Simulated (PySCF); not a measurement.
Screening by computed properties: pick the candidate that meets the target.

Species are written as SMILES; each is one conformer at its optimised geometry, gas phase, non-relativistic unless stated. Electronic properties by PySCF.

The conformers computed, where there is a choice (atom-mapped SMILES and torsion angles):
- `[CH2:1]=[C:2]([CH2:3][CH3:4])[CH:5]1[CH2:6][CH2:7]1`: C1–C2–C3–C4 0°, C1–C2–C5–C6 -35°
- `[CH3:1][Si@@H:2]([PH2:3])[SiH2:4][CH2:5][Cl:6]`: C1–Si2–Si4–C5 76°, Si2–Si4–C5–Cl6 -54°, H–P3–Si2–C1 169°, H–P3–Si2–C1 76°
- `[SH:1][c:2]1[cH:3][cH:4][c:5]([Br:6])[cH:7][cH:8]1`: H–S1–C2–C3 0°

The conformers of `C1C[C@H]2C[C@@H](C1)C2`, `C1CCC2(C1)CC2`, `C1C[C@H]2CC[C@@H]1C2` and `[SiH3][S][GeH]1[CH2]CC[CH2]1` aren't listed.

Task: Wanted: lowest triplet excitation (Tamm–Dancoff) below 5 eV (TDA CAM-B3LYP/def2-SVPD) and vertical ionisation energy below 9.5 eV (ΔSCF CAM-B3LYP/def2-SVPD), at PBE0-D3(BJ)/def2-SVP geometries. Which candidate meets both?
A. `C1C[C@H]2C[C@@H](C1)C2`
B. `C=C(CC)C1CC1`
C. `C[Si@@H](P)[SiH2]CCl`
D. `C[O+](C)[BH3-]`

Result: B. Computed values:
```csv
species,lowest triplet excitation (Tamm–Dancoff),vertical ionisation energy
C=C(CC)C1CC1,4.13 eV,8.65 eV
C[Si@@H](P)[SiH2]CCl,5.31 eV,9.03 eV
C[O+](C)[BH3-],7.21 eV,10.37 eV
C1C[C@H]2C[C@@H](C1)C2,7.64 eV,10.02 eV
```

Task: Wanted: HOMO energy above -6.5 eV (B3LYP/def2-SVPD) and static isotropic polarisability above 100 au (B3LYP/def2-SVPD), at PBE0-D3(BJ)/def2-SVP geometries. Which candidate meets both?
A. `C1C[C@H]2CC[C@@H]1C2`
B. `Sc1ccc(Br)cc1`
C. `C1CCC2(C1)CC2`
D. `[SiH3][S][GeH]1[CH2]CC[CH2]1`

Result: B. Computed values:
```csv
species,HOMO energy,static isotropic polarisability
C1C[C@H]2CC[C@@H]1C2,-7.94 eV,77.1 au
C1CCC2(C1)CC2,-7.28 eV,79.5 au
[SiH3][S][GeH]1[CH2]CC[CH2]1,-6.81 eV,127.0 au
Sc1ccc(Br)cc1,-6.28 eV,117.4 au
```
